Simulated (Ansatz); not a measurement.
Relaxation of the cluster Te5W3 with RKS PBE-D4/def2-SVP.

```sh
$ ansatz run in.yaml --threads 4 --pin off --events-out ev --progress --plain --max-ram 6963MiB
```

```yaml
crystal:
  periodic: [false, false, false]
  atoms:
    - {symbol: W, position_ang: [-1.047960, -0.385830, -1.295670]}
    - {symbol: W, position_ang: [0.911870, 0.816200, -0.099210]}
    - {symbol: W, position_ang: [0.247860, -1.453520, 0.907760]}
    - {symbol: Te, position_ang: [1.599480, 0.131240, 2.638960]}
    - {symbol: Te, position_ang: [-2.378650, -1.521150, 0.709110]}
    - {symbol: Te, position_ang: [-1.907960, 1.202420, -3.062650]}
    - {symbol: Te, position_ang: [1.145640, 2.692170, 1.755900]}
    - {symbol: Te, position_ang: [1.429720, -1.481540, -1.554200]}
basis:
  gaussian: {orbitals: def2-SVP}
hamiltonian: {xc: pbe, dispersion: d4}
scf: {lower_state_search: "off"}
output: {orbitals: {seedname: orbitals}}
relax: {f_tol: 0.03, max_steps: 70}
```

It took 1.9 min on 4 threads of Arm Neoverse V1 on a shared host.

Positions (Å) and forces (eV/Å) at steps 1, 2, 3, 4, 5, 6, 7, 8, 9, 10, 11, 13 of 13:

```xyz
8
step=1 energy=-41954.0709 eV
W    -1.048   -0.386   -1.296    1.218    1.357    0.743
W     0.912    0.816   -0.099   -2.670   -3.848   -0.422
W     0.248   -1.454    0.908    0.893    3.091   -0.888
Te    1.599    0.131    2.639    0.246   -1.009    0.538
Te   -2.379   -1.521    0.709   -0.308   -0.251    0.164
Te   -1.908    1.202   -3.063    0.257   -0.101    0.220
Te    1.146    2.692    1.756   -0.128    1.086    0.009
Te    1.430   -1.482   -1.554    0.490   -0.325   -0.365
8
step=2 energy=-41954.7103 eV
W    -1.006   -0.325   -1.264   -1.603   -0.545   -0.958
W     0.785    0.669   -0.103    1.059    2.596   -0.553
W     0.278   -1.314    0.873   -0.095   -1.620    1.516
Te    1.622    0.083    2.678    0.180    0.049    0.486
Te   -2.386   -1.532    0.717    0.107   -0.032   -0.108
Te   -1.889    1.202   -3.049    0.212    0.243    0.061
Te    1.132    2.727    1.736   -0.076   -0.312   -0.109
Te    1.464   -1.511   -1.587    0.216   -0.379   -0.334
8
step=3 energy=-41954.9509 eV
W    -1.095   -0.377   -1.298    0.352    0.199   -0.212
W     0.743    0.718   -0.198   -0.223   -0.404   -0.096
W     0.314   -1.272    0.940    0.179   -0.046   -0.198
Te    1.673    0.114    2.772   -0.132    0.163   -0.175
Te   -2.342   -1.612    0.740    0.084   -0.017    0.082
Te   -1.769    1.342   -3.016    0.137   -0.094    0.216
Te    1.058    2.691    1.684    0.029   -0.128   -0.008
Te    1.417   -1.604   -1.623   -0.425    0.327    0.390
8
step=4 energy=-41954.9955 eV
W    -1.105   -0.394   -1.306    0.184    0.051    0.132
W     0.722    0.690   -0.207   -0.144   -0.116   -0.085
W     0.341   -1.307    0.939   -0.109    0.062   -0.085
Te    1.637    0.158    2.749   -0.004    0.034   -0.035
Te   -2.305   -1.648    0.760   -0.028   -0.038    0.071
Te   -1.686    1.416   -2.950    0.072    0.001    0.058
Te    1.030    2.699    1.632   -0.008   -0.013   -0.007
Te    1.366   -1.614   -1.616    0.037    0.020   -0.049
8
step=5 energy=-41955.0146 eV
W    -1.123   -0.446   -1.289    0.162    0.162    0.097
W     0.691    0.685   -0.239   -0.210    0.022   -0.086
W     0.331   -1.310    0.920   -0.047   -0.161    0.117
Te    1.621    0.187    2.709    0.011    0.027   -0.068
Te   -2.310   -1.689    0.800   -0.030   -0.016    0.043
Te   -1.561    1.478   -2.854    0.043    0.009    0.002
Te    0.995    2.710    1.583   -0.016    0.037    0.006
Te    1.356   -1.614   -1.629    0.087   -0.078   -0.110
8
step=6 energy=-41955.0386 eV
W    -1.149   -0.488   -1.264    0.022    0.071    0.002
W     0.639    0.673   -0.251    0.000    0.263   -0.112
W     0.322   -1.342    0.912   -0.056   -0.156    0.046
Te    1.627    0.223    2.637    0.009   -0.029   -0.043
Te   -2.318   -1.732    0.847   -0.007   -0.007    0.013
Te   -1.398    1.545   -2.765    0.072   -0.098    0.106
Te    0.935    2.735    1.535   -0.039    0.009   -0.005
Te    1.340   -1.614   -1.652    0.000   -0.053   -0.008
8
step=7 energy=-41955.0708 eV
W    -1.170   -0.528   -1.233   -0.093   -0.044   -0.029
W     0.602    0.683   -0.277    0.093    0.333   -0.054
W     0.307   -1.359    0.892   -0.041   -0.150    0.025
Te    1.643    0.248    2.558    0.005   -0.001   -0.035
Te   -2.328   -1.769    0.893    0.018    0.007   -0.015
Te   -1.231    1.593   -2.668    0.079   -0.082    0.105
Te    0.860    2.754    1.501   -0.034   -0.020   -0.007
Te    1.317   -1.623   -1.666   -0.027   -0.044    0.009
8
step=8 energy=-41955.0873 eV
W    -1.181   -0.535   -1.211   -0.067   -0.059   -0.002
W     0.599    0.694   -0.288    0.029    0.201   -0.030
W     0.303   -1.368    0.880   -0.021   -0.085    0.014
Te    1.660    0.260    2.512    0.008    0.022    0.002
Te   -2.329   -1.785    0.916    0.004    0.007    0.000
Te   -1.139    1.607   -2.629    0.048   -0.007    0.042
Te    0.800    2.761    1.496   -0.012   -0.033   -0.007
Te    1.288   -1.635   -1.676    0.012   -0.046   -0.020
8
step=9 energy=-41955.0901 eV
W    -1.188   -0.554   -1.195   -0.055    0.062   -0.013
W     0.595    0.704   -0.308    0.065   -0.077    0.046
W     0.310   -1.385    0.858   -0.016    0.055    0.049
Te    1.662    0.274    2.474    0.011   -0.007   -0.006
Te   -2.324   -1.769    0.962    0.041   -0.010   -0.047
Te   -1.046    1.630   -2.579   -0.037   -0.025   -0.025
Te    0.722    2.756    1.489   -0.010    0.000    0.003
Te    1.268   -1.656   -1.702    0.002    0.001   -0.007
8
step=10 energy=-41955.0909 eV
W    -1.197   -0.535   -1.195    0.141   -0.005    0.049
W     0.600    0.706   -0.302   -0.069   -0.035    0.003
W     0.303   -1.367    0.877   -0.012   -0.026   -0.104
Te    1.685    0.278    2.479   -0.014    0.006    0.013
Te   -2.324   -1.803    0.931   -0.018    0.021    0.036
Te   -1.058    1.626   -2.600   -0.016    0.009   -0.013
Te    0.736    2.757    1.496    0.010    0.006   -0.008
Te    1.254   -1.662   -1.686   -0.024    0.024    0.025
8
step=11 energy=-41955.0924 eV
W    -1.185   -0.539   -1.197   -0.052   -0.006   -0.013
W     0.602    0.702   -0.299    0.010    0.018   -0.008
W     0.306   -1.375    0.868    0.010    0.002    0.042
Te    1.668    0.271    2.488   -0.002   -0.005   -0.008
Te   -2.324   -1.782    0.939   -0.003   -0.002    0.001
Te   -1.079    1.619   -2.604    0.011    0.010    0.004
Te    0.746    2.757    1.495   -0.004   -0.001    0.003
Te    1.266   -1.653   -1.691    0.029   -0.016   -0.022
8
step=13 energy=-41955.0926 eV
W    -1.188   -0.540   -1.197    0.006    0.006    0.005
W     0.602    0.702   -0.302   -0.005   -0.003    0.004
W     0.308   -1.376    0.868   -0.006    0.002   -0.002
Te    1.670    0.273    2.483    0.000    0.001    0.000
Te   -2.323   -1.781    0.943    0.000    0.000    0.001
Te   -1.069    1.624   -2.598   -0.002   -0.002   -0.001
Te    0.736    2.755    1.495    0.001    0.001    0.001
Te    1.265   -1.656   -1.693    0.006   -0.006   -0.008
```

In the def2 sets Te, W take a core potential; there is no spin–orbit coupling. Another isomer (singlet) lies 0.89 eV lower at PBE0-D4/def2-TZVP; other spin states weren't run for this one.
